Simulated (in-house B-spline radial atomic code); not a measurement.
Configurations of Zr2+, with energies counted from [Kr] 4d2. Method: scalar-relativistic (X2C) Hartree-Fock, spin-polarised, averaged over the determinants with the given up and down occupations, Fermi nucleus of rms radius 4.2694 fm. Calculated with an all-electron radial atomic-structure program (B-spline basis). Shells without spins written out take the highest spin.

Occupations are held fixed; configurations that lie above the ionisation limit could autoionise.

```tsv
configuration	E - E(ref) (eV)	highest orbital	its <r> (bohr)
[Kr] 4d1 5p1	6.3663	5p up	3.786
[Ar] 3d10 4s2 4p5 4d2 4f1	43.734	4f up	5.457
[Ar] 3d10 4s2 4p5 4d2 5f1	46.581	5f up	9.72
[Ar] 3d10 4s2 4p(3 up, 2 down) 4d(0 up, 2 down) 4f(0 up, 1 down)	47.193	4f down	5.464
[Ar] 3d9 4s2 4p6 4d2 5p1	189	5p up	3.648
[Ar] 3d9 4s2 4p6 4d2 4f1	197.18	4f up	5.51
```

(1) Order these further configurations by energy, lowest first.
A. [Ar] 3d10 4s2 4p(3 up, 2 down) 4d(2 up, 0 down) 5f(0 up, 1 down)
B. [Kr] 4d(1 up, 1 down)
C. [Kr] 4d(1 up, 0 down) 5p(0 up, 1 down)
D. [Ar] 3d10 4s2 4p5 4d3
E. [Ar] 3d9 4s2 4p6 4d2 5f1

(2) How far above the reference does [Kr] 4d1 5f1 lie?

(3) How far above the reference does [Ar] 3d10 4s2 4p5 4d2 5p1 lie?

Results:

(1) B (0.75091 eV), C (6.6069 eV), D (27.906 eV), A (46.716 eV), E (200.02 eV).

(2) 16.883 eV; its least bound orbital is 5f up with <r> = 9.958 bohr.

(3) 35.774 eV; its least bound orbital is 5p up with <r> = 3.696 bohr.
